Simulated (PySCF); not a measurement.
C3H13PSi3.
SMILES with atom numbers: `[SiH3:1][Si@H:2]([SiH2:3][PH2:4])[CH:5]1[CH2:6][CH2:7]1`

Structure used (GFN2-xTB), in Å, numbered top down from 1:
```xyz
20
C3H13PSi3 angstrom
Si     0.5121    2.4104   -0.1917
Si     0.1752    0.1233    0.1408
Si     1.8355   -1.2641   -0.7481
P      3.8788   -0.6930   -0.0286
C     -1.4943   -0.4248   -0.5619
C     -2.7625   -0.0222    0.1340
C     -2.3196   -1.4467    0.1670
H      1.3576    2.6492   -1.3662
H     -0.7226    3.1703   -0.3987
H      1.1977    3.0324    0.9448
H      0.0652   -0.1376    1.5978
H      1.7572   -2.7058   -0.4726
H      1.9456   -1.1502   -2.2106
H      3.5057   -0.4896    1.2856
H      3.7423    0.6489   -0.3282
H     -1.5598   -0.4708   -1.6433
H     -3.6224    0.2372   -0.4661
H     -2.6834    0.5549    1.0435
H     -1.9404   -1.8377    1.0993
H     -2.8730   -2.1732   -0.4096
```

NICS = −σ at a ghost point: NICS(0) at the centroid of the ring atoms, NICS(1) 1 Å to either side along the normal of their mean plane, zz for the tensor component along that normal. Level: GIAO PBE0/pcSseg-1 (PySCF, non-relativistic, gas phase) on the GFN2-xTB geometry, one conformer.

Ring bond lengths (Å), with Mayer bond orders in brackets: C5–C6 1.502 (0.96), C6–C7 1.492 (0.97), C7–C5 1.502 (0.96).

Problem. Give the NICS values of each ring in ppm.

Solution. 
```tsv
ring	type	NICS(0)	NICS(1), two faces	NICS(1)zz, two faces	rms pucker (Å)	centre to ring atoms, mean (Å)
C5–C6–C7	3-membered carbocycle; formal bonds all single	-45.5	-9.1 / -8.3	-22.9 / -23.9	0.00	0.87
```

Problem. What can be read from them?

Solution. 
- C5–C6–C7: mean NICS(1)zz -23.4 ppm, shielded. C5, C6, C7 have four or more neighbours; no verdict on aromaticity is drawn. NICS(0) lies 37 ppm below the mean NICS(1).

Problem. What is the mean of the two in-plane components of NICS at the second NICS(1) probe listed for ring C5–C6–C7, 1 Å off the ring?

Solution. The isotropic value is a third of the trace: (3 × -8.3 − (-23.9))/2 = -0.5 ppm.

Problem. List the ring angles and the Hirshfeld charges of the ring atoms.

Solution. 
- C5–C6–C7: C5 59.6° (-0.135 e), C6 60.2° (-0.087 e), C7 60.2° (-0.086 e); sum 180.0° against 180° for a flat convex ring.
